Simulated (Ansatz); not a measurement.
Basis sets compared for the cluster Pd4H7. Charge 0, multiplicity 2. Geometry PBE0-D4/def2-SVP. Ansatz on 4 threads of Arm Neoverse V1 on a shared host; times are rough, and most runs start from earlier orbitals.

Cartesian coordinates in Å:
```
Pd -1.712 0.006 -0.165
Pd 0.642 1.255 0.685
Pd 0.707 -1.159 -0.397
Pd -1.606 -2.444 -1.324
H 1.051 2.918 1.141
H -0.889 -0.879 -1.363
H 2.257 -1.610 0.093
H -0.890 1.529 0.037
H 0.681 2.607 1.821
H -2.558 -1.461 -0.396
H 2.317 -0.763 -0.133
```

In the def2 sets Pd takes a core potential; there is no spin–orbit coupling. In the doublet, H5 and H9 lie 0.83 Å apart, H7 and H11 lie 0.88 Å apart (atoms count from 1), so H2 has formed as a molecule. No other spin state of charge 0 was run. Another isomer (doublet) lies 0.25 eV lower at PBE0-D4/def2-TZVP; other spin states weren't run for this one.

Binding counts from free atoms (Pd singlet, H doublet) in the same basis, without a counterpoise term.

```tsv
level	functions	energy (Eh)	HOMO (eV)	LUMO (eV)	binding per atom (eV)	wall time
PBE-D4/def2-SVP	159	-515.8307	-4.62	-4.19	2.35	6 s
PBE0-D4/def2-SVP	159	-515.6788	-5.53	-3.15	2.17	9.5 s
```

(1) Estimate the rows for PBE-D4/def2-TZVP (with forces), PBE0-D4/def2-TZVP.

## Answers

(1) 
```json
{"level": "PBE-D4/def2-TZVP (with forces)", "functions": "202", "energy (Eh)": "-515.9738", "HOMO (eV)": "-4.64", "LUMO (eV)": "-4.21", "binding per atom (eV)": "2.36", "wall time": "8 s"}
{"level": "PBE0-D4/def2-TZVP", "functions": "202", "energy (Eh)": "-515.8154", "HOMO (eV)": "-5.54", "LUMO (eV)": "-3.15", "binding per atom (eV)": "2.17", "wall time": "15 s"}
```
